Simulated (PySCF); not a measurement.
BiF2HO, SMILES [F][Bi]([OH])[F].

Geometry: r2SCAN-D4/def2-SVP. The def2 effective core potentials stand for the cores of Bi; spin–orbit coupling is left out. The values are those of a single conformer.

These are r2SCAN-D4/def2-SVP in PySCF values and carry that method's errors.

Frequencies are harmonic and unscaled.

Computed vibrational spectrum:
| mode | ν (cm⁻¹) | IR (km/mol) | Raman (Å⁴/amu) | depolarisation | moving atoms (share of kinetic energy) |
|---|---|---|---|---|---|
| 1 | 106 | 22.2 | 3.9 | 0.75 | H 44 %, F 34 %, O 19 % |
| 2 | 175 | 15.1 | 1.7 | 0.73 | F 70 %, O 22 % |
| 3 | 180 | 20.9 | 1.7 | 0.73 | F 67 %, O 16 %, Bi 12 % |
| 4 | 250 | 115.4 | 1.1 | 0.75 | H 51 %, O 35 %, F 12 % |
| 5 | 580 | 86.7 | 8.7 | 0.69 | O 56 %, F 35 %, Bi 9 % |
| 6 | 580 | 68.7 | 5.7 | 0.75 | F 91 %, Bi 9 % |
| 7 | 597 | 39.4 | 16.1 | 0.01 | F 57 %, O 36 % |
| 8 | 814 | 37.0 | 1.3 | 0.61 | H 92 % |
| 9 | 3795 | 96.5 | 108.5 | 0.27 | H 94 % |
